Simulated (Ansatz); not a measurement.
`[NH2][Al]([F])[Br]` + H₂ → `[NH2][AlH][Br]` + H–F at 700 K and 1 bar (hydrogenolysis of the Al–F bond).

Gas-phase electronic energies from Ansatz, PBE0-D4/def2-TZVP geometries. CCSD(T)/CBS adds triple-zeta CCSD(T) − MP2 to the extrapolated MP2 energy (def2 sets, frozen cores). This one scheme is used for every species. For Br outer-core shells are correlated without core-valence functions, which leaves a few kJ/mol of doubt a bond. Scalar relativity is left out up to krypton. Each species was taken in one conformer, which may not be the lowest.

```tsv
species	CCSD(T)/CBS energy (Eh)	H − E (kJ/mol)	S (J/(mol·K))
`[NH2][Al]([F])[Br]`	-2971.22802	134.7	410.2
H₂	-1.17544	46.8	155.3
`[NH2][AlH][Br]`	-2871.94728	140.6	381.2
H–F	-100.39570	45.2	198.5
```

H − E and S are ideal-gas, rigid-rotor, harmonic terms from PBE0-D4/def2-TZVP, for one conformer and one mirror image of each species. The MP2-based limit puts H₂ 0.8 mEh under its directly extrapolated value; such offsets cancel only in part. 1 Eh = 2625.50 kJ/mol, R = 8.31446 J/(mol·K).

By hand: ΔE, ΔH, ΔS and ΔG.

ΔE = (-2871.94728) + (-100.39570) − (-2971.22802) − (-1.17544) = 0.06048 Eh = 158.8 kJ/mol. Δ(H − E) = 140.6 + 45.2 − 134.7 − 46.8 = 4.3, so ΔH = 163.1 kJ/mol. ΔS = 381.2 + 198.5 − 410.2 − 155.3 = 14.2 J/(mol·K). ΔG = 163.1 − 700 × (14.2)/1000 = 153.2 kJ/mol.

By hand: the equilibrium constant, and the temperature at which ΔG would vanish if ΔH and ΔS stayed fixed.

log₁₀ K = −ΔG/(RT ln 10) = -11.4. ΔG = 0 at ΔH/ΔS = 11486 K, far beyond where these terms or the molecules hold.

The number of gas molecules stays the same, so ΔS is small and ΔH decides. A doubt of 5 kJ/mol in ΔE shifts log₁₀ K by 0.4 here. Other conformers and mirror images would add mixing entropy, several J/(mol·K) or more a flexible species. These are equilibria of isolated gas molecules and say nothing of rates. Largest T1 diagnostic: 0.009 (customary marks: 0.02 for closed shells, 0.045 for open ones).
